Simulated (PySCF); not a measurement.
Input of a run (PBE0-D3(BJ)/def2-SVP geometry optimisation, gas phase (PySCF 2.14.0)), started from a GFN2-xTB structure with every atom displaced at random (by about 0.01 Å):
```
{"job": {"xc": "PBE0", "basis": "def2-SVP", "d3": "d3bj", "grid": 1, "shake": 0.01, "kind": "geom"}, "charge": 0, "multiplicity": 1}
C     -1.633330     1.752110     0.547400
P     -1.370610    -0.001160     0.993740
C     -2.343480    -0.778380    -0.395100
Si     0.762820    -0.244540     0.154880
C      1.080530    -2.128920     0.053180
C      1.031050     0.527620    -1.576840
C      1.934620     0.564350     1.405380
H     -1.447040     1.964890    -0.517410
H     -1.003940     2.409760     1.166240
H     -2.689750     2.033690     0.780350
H     -2.129930    -1.847010    -0.386660
H     -2.056460    -0.345540    -1.344920
H     -3.415060    -0.616960    -0.214920
H      0.560030    -2.580960    -0.771140
H      0.742230    -2.632680     0.967120
H      2.145180    -2.299540    -0.038650
H      0.326830     0.159810    -2.309020
H      0.936530     1.611000    -1.541450
H      2.028830     0.277920    -1.933450
H      2.932730     0.440750     1.104340
H      1.725490     1.632760     1.489430
H      1.817650     0.105400     2.380990
```

Output (energies in Eh, forces in Eh/bohr):
```
step   0  E = -829.62748589  max force = 0.037498
step   1  E = -829.63320079  max force = 0.006212
step   2  E = -829.63349709  max force = 0.001186
step   3  E = -829.63358183  max force = 0.001371
step   4  E = -829.63361877  max force = 0.001298
step   5  E = -829.63365153  max force = 0.000559
step   6  E = -829.63368229  max force = 0.000448
step   7  E = -829.63371243  max force = 0.000719
step   8  E = -829.63372874  max force = 0.000504
step   9  E = -829.63373403  max force = 0.000284
optimisation converged
```

Task: Summarise the run.

Result: The energy falls by 3.9 kcal/mol over 10 energy and gradient evaluations, the largest force component goes from 0.0375 to 2.8e-04 Eh/bohr, and the atoms move by 0.126 Å rms after alignment. The bond that changes most is C7–H20 (Si-methyl carbon to methyl hydrogen), which lengthens by 0.052 Å. Bonds longer at the end by more than 0.005 Å: 11 of 21; shorter: 5. Among the angles that change most is P2–C3–H12, from 110.4° to 113.6°. Among the dihedrals that turn most is P2–Si4–C5–H16, from -163° to -175°. The energy never rose by more than 1e-6 Eh on the way. The first step brought 91 % of the lowering.

Task: What are the final bond lengths?

Result: C1–P2 1.862 Å, P2–C3 1.861 Å, P2–Si4 2.270 Å, Si4–C5 1.883 Å, Si4–C6 1.887 Å, Si4–C7 1.883 Å, C1–H8 1.102 Å, C1–H9 1.100 Å, C1–H10 1.101 Å, C3–H11 1.100 Å, C3–H12 1.102 Å, C3–H13 1.101 Å, C5–H14 1.101 Å, C5–H15 1.101 Å, C5–H16 1.102 Å, C6–H17 1.101 Å, C6–H18 1.101 Å, C6–H19 1.102 Å, C7–H20 1.102 Å, C7–H21 1.101 Å, C7–H22 1.101 Å. Numbering counts from 1 in the input's order; the species is `CP([Si](C)(C)C)C`.

The run used 181 basis functions and 60 SCF cycles in all. On an Arm Neoverse V2 with one thread (shared host), this took 2.7 min wall and 0.87 GiB of memory at its peak.

No frequency check.
